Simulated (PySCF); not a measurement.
Compound: C3H3N2O2S2 (doublet state).
Numbering: `[CH2:1][S:2](=[O:3])(=[O:4])[c:5]1[cH:6][n:7][s:8][n:9]1` (hydrogens: H10, H11 on C1; H12 on C6)

Structure used (GFN2-xTB), in Å, numbered top down from 1:
```
atom  x, y, z in Å
C1    -1.8702   -0.4094    1.0375
S2    -1.2031    0.0621   -0.4930
O3    -1.4031   -0.9609   -1.4799
O4    -1.5503    1.4162   -0.8188
C5     0.5602    0.0669   -0.1129
C6     1.6130    0.3800   -0.9927
N7     2.7829    0.2896   -0.4062
S8     2.5884   -0.1545    1.1364
N9     0.9686   -0.2458    1.0962
H10   -2.0621    0.3442    1.7714
H11   -1.9470   -1.4526    1.2594
H12    1.5239    0.6637   -2.0234
```

The hyperfine couplings belong to this conformer and change with its torsions.

Level of theory: UKS B3LYP, pcH-1 on C H N O S, non-relativistic, mean-field spin-orbit, GIAO (PySCF 2.14.0). The structure is a single GFN2-xTB conformer in the gas phase; no vibrational or solvent corrections. A GFN2-xTB geometry isn't a minimum of the functional, and hyperfine couplings can be far from their values at a DFT geometry. No stability test was run, so a lower SCF solution isn't excluded.

Principal values of hyperfine tensors in MHz (contact, dipolar and spin–orbit terms together), for some of the nuclei:

```tsv
atom	isotope	A1	A2	A3	alike by the symmetry of this geometry
H11	1H	-100.47	-64.82	-21.22	H10
S2	33S	-17.84	-15.60	-14.75	none
N9	14N	11.10	11.25	13.54	none
C5	13C	4.60	5.55	13.39	none
O3	17O	-7.53	0.20	1.44	O4
S8	33S	-1.34	-1.26	-0.24	none
C6	13C	-0.37	-0.03	2.65	none
H12	1H	-1.58	-1.11	1.39	none
```

(1) Give the isotropic coupling of each nucleus in MHz and in mT (g = 2.0023), and the anisotropic part.

(2) What spin density at the nucleus of S2 lies behind its contact coupling (g_N = 0.42921)?

(3) C1 (13C, g_N = 1.40482) isn't in the table. Its spin density at the nucleus is 0.09302 bohr⁻³. What is its contact coupling?

(4) Name the largest traceless tensor T of the table and describe it.

(5) What first-order splitting does S2 cause when the field lies along A1, A2 or A3 of its tensor (g taken as isotropic, no quadrupole term)?

Answers

(1) a_iso = (A1 + A2 + A3)/3, Ti = Ai − a_iso; 1 mT corresponds to 28.024 MHz. The tensors hold a spin–orbit part: the run splits a_iso into a_FC + a_SO, and T includes its anisotropic share.

```
atom  a_iso (MHz)    a_FC   a_SO  a_iso (mT)      T1     T2     T3
 H11       -62.17  -62.17   0.00      -2.219  -38.30  -2.65  40.95
  S2       -16.06  -16.11   0.04      -0.573   -1.78   0.46   1.32
  N9        11.96   11.97  -0.01       0.427   -0.86  -0.71   1.58
  C5         7.84    7.84   0.01       0.280   -3.25  -2.30   5.54
  O3        -1.96   -1.94  -0.02      -0.070   -5.57   2.17   3.40
  S8        -0.95   -0.95   0.00      -0.034   -0.39  -0.31   0.70
  C6         0.75    0.76  -0.01       0.027   -1.12  -0.78   1.90
 H12        -0.43   -0.43   0.00      -0.015   -1.15  -0.68   1.83
```

(2) a_FC = 800.24 MHz bohr³ × g_N × ρ(0)/(2S). With a_FC = -16.11 MHz and 2S = 1, ρ(0) = -0.04689 bohr⁻³.

(3) By the same relation, a_FC = 104.6 MHz. The spin–orbit term adds -0.16 MHz. Its full tensor has the principal values 22.47, 23.92, 266.83 MHz.

(4) H11: -38.3, -2.7, 41.0 MHz, rhombic: the two smaller values differ by 87 % of the largest.

(5) 4 lines (I = 3/2), spaced by |A_i|/(g × 13.996): 0.64, 0.56, 0.53 mT along the axes of A1, A2 and A3.
